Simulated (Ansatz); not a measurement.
Basis sets compared for the cluster Sr₂O₃⁻ (the lowest doublet isomer of a short search). Charge -1, multiplicity 2. Geometry PBE0-D4/def2-SVPD. Ansatz on 4 threads of Arm Neoverse V1 on a shared host; times are rough, and most runs start from earlier orbitals.

Cartesian coordinates in Å:
```
Sr -1.197 1.137 -0.129
Sr 1.231 -0.994 -0.487
O -0.559 -0.810 1.027
O 0.428 0.264 1.330
O 0.097 0.403 -1.741
```

In the def2 sets Sr takes a core potential; there is no spin–orbit coupling. The structure holds 1 bond(s) between oxygen atoms. At PBE-D4/def2-SVPD, PBE-D4/def2-TZVPD, PBE0-D4/def2-SVPD, PBE0-D4/def2-TZVPD the highest occupied level of the charge -1 doublet lies above zero (up to 0.87 eV). By energy differences its removal costs 0.39 eV (vertical, to the charge 0 singlet, at PBE-D4/def2-TZVPD); a positive level beside a positive removal energy at the same level points to self-interaction error. At PBE-D4/def2-SVPD, PBE-D4/def2-TZVPD the gap within one spin of the charge -1 doublet nearly closes, so an electron or hole may be smeared out by delocalisation error. The structure comes from a short search, and lower isomers may exist.

| level | functions | energy (Eh) | HOMO (eV) | LUMO (eV) | wall time |
| --- | --- | --- | --- | --- | --- |
| PBE-D4/def2-SVPD | 121 | -286.8060 | 0.84 | 0.91 | 3.1 s |
| PBE0-D4/def2-SVPD | 121 | -286.7564 | 0.58 | 1.07 | 3.7 s |

Question: Estimate the rows for PBE-D4/def2-TZVPD, PBE0-D4/def2-TZVPD (with forces).

Answer: 
| level | functions | energy (Eh) | HOMO (eV) | LUMO (eV) | wall time |
| --- | --- | --- | --- | --- | --- |
| PBE-D4/def2-TZVPD | 186 | -287.0838 | 0.87 | 1.00 | 3.5 s |
| PBE0-D4/def2-TZVPD (with forces) | 186 | -287.0334 | 0.62 | 1.20 | 6 s |
